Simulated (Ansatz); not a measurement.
Level of theory: frozen-core CCSD(T)/cc-pVQZ // CAM-B3LYP-D3(BJ)/def2-TZVP (Ansatz, a quantum-chemistry and plane-wave program).

Ansatz 0.2 input:
```yaml
crystal:
  periodic: [false, false, false]
  atoms:
    - { symbol: O, position_ang: [-0.66497, -0.791876, 0.990802] }
    - { symbol: C, position_ang: [-0.321781, -0.213686, 0.015951] }
    - { symbol: C, position_ang: [0.403514, 0.080538, -1.129142] }
    - { symbol: N, position_ang: [-0.551321, 0.898372, -0.81066] }
    - { symbol: H, position_ang: [1.130251, 0.025698, -1.932275] }
basis:
  gaussian: { orbitals: cc-pVQZ }
correlation:
  method: ccsd_t
```

Output:

```
Functional definition: HF
1513 factors; integrals over basis functions are off by at most 6.4e-4 eV
mean field evaluation 1: about -5592.6674 eV, gradient 3.7e1 eV
mean field evaluation 2: about -5592.6685 eV, gradient 3.7e1 eV
mean field evaluation 4: about -5595.4290 eV, gradient 3.6e0 eV
mean field evaluation 8: about -5595.4766 eV, gradient 2.0e-1 eV
mean field evaluation 16: about -5595.4711 eV, gradient 9.6e-1 eV
mean field -5595.47696581 eV, -205.6299857429 hartree, gradient 2.0e-6 eV, S^2 0.000000; 0 other end points of the search recorded, 0 dependent functions left out
4 core orbitals not correlated
reference -5595.47696581 eV, -205.6299857429 hartree; 10, 10 occupied and 236, 236 virtual orbitals, 1513 factors
second order -20.83150138 eV of doubles, -0.00000000 eV of singles
cycle   1  -19.96817292 eV  change    8.6e-1 eV  update   1.2e-1
cycle   2  -20.55731922 eV  change   -5.9e-1 eV  update   4.0e-2
cycle   3  -20.69355200 eV  change   -1.4e-1 eV  update   1.8e-2
cycle   4  -20.67875354 eV  change    1.5e-2 eV  update   5.2e-3
cycle   5  -20.67705557 eV  change    1.7e-3 eV  update   2.5e-3
cycle   6  -20.67915605 eV  change   -2.1e-3 eV  update   8.1e-4
cycle   7  -20.67896548 eV  change    1.9e-4 eV  update   3.5e-4
cycle   8  -20.67878246 eV  change    1.8e-4 eV  update   1.1e-4
cycle   9  -20.67881633 eV  change   -3.4e-5 eV  update   4.7e-5
cycle  10  -20.67884210 eV  change   -2.6e-5 eV  update   1.8e-5
cycle  11  -20.67881934 eV  change    2.3e-5 eV  update   7.6e-6
perturbative correction -1.09933810 eV, -0.0403999301 hartree
Total energy: -5617.25512325 eV, -206.4303182671 hartree
```

Cost: about 100 core-seconds (a rough figure).
